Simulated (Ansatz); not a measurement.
Job for Ansatz (a quantum-chemistry and plane-wave program): U-wB97X-V/cc-pVTZ on CH6BN (SMILES BNC), a point of a bond scan (R = 2.088 Å).

Ansatz 0.2 input:
```yaml
crystal:
  periodic: [false, false, false]
  atoms:
    - {symbol: B, position_ang: [-0.17377685, 0.16935935, 1.35984899]}
    - {symbol: H, position_ang: [-1.70126302, 0.77518613, 2.64789960]}
    - {symbol: H, position_ang: [0.90496525, -0.15002550, 1.76046960]}
    - {symbol: N, position_ang: [-0.42136335, 0.13750334, -0.00246435]}
    - {symbol: C, position_ang: [0.50465876, -0.25211116, -1.05318898]}
    - {symbol: H, position_ang: [-1.33200836, 0.40682345, -0.34423305]}
    - {symbol: H, position_ang: [0.67789059, 0.56736518, -1.75577805]}
    - {symbol: H, position_ang: [0.12956168, -1.11043727, -1.61689155]}
    - {symbol: H, position_ang: [1.45669201, -0.52592512, -0.60230554]}
basis:
  gaussian:
    orbitals: cc-pVTZ
hamiltonian:
  xc: {name: wB97X-V}
magnetization: {spin_polarized: true, initial_magnetization: 0}
```

Program output:

```
WARN ansatz: RAYON_NUM_THREADS=1 ignored (pool sized by the plan → 1); use --threads N
Functional definition: wB97X-V
integrals: 0.09 GiB planned
911 factors; their error is unknown
integrals: 0.12 GiB planned
231 factors; integrals over basis functions are off by at most 2.6e-5 eV
mean field: 1.05 GiB planned
mean field evaluation 1: about -3295.9493 eV, gradient 2.8e1 eV
mean field evaluation 2: about -3296.4779 eV, gradient 2.6e1 eV
mean field evaluation 4: about -3299.1207 eV, gradient 9.4e-1 eV
mean field evaluation 8: about -3299.1166 eV, gradient 2.4e-1 eV
mean field evaluation 16: about -3299.1168 eV, gradient 2.5e-5 eV
mean field -3299.11680584 eV, -121.2403063930 hartree, gradient 9.9e-6 eV, S^2 0.000000; 1 other end points of the search recorded, 0 dependent functions left out
reference -3299.11680388 eV, -121.2403063210 hartree; 12, 12 occupied and 162, 162 virtual orbitals, 911 factors
Total energy: -3299.11680388 eV, -121.2403063210 hartree
```

Self-consistency was reached.

Cost: about 22 core-seconds (a rough figure).
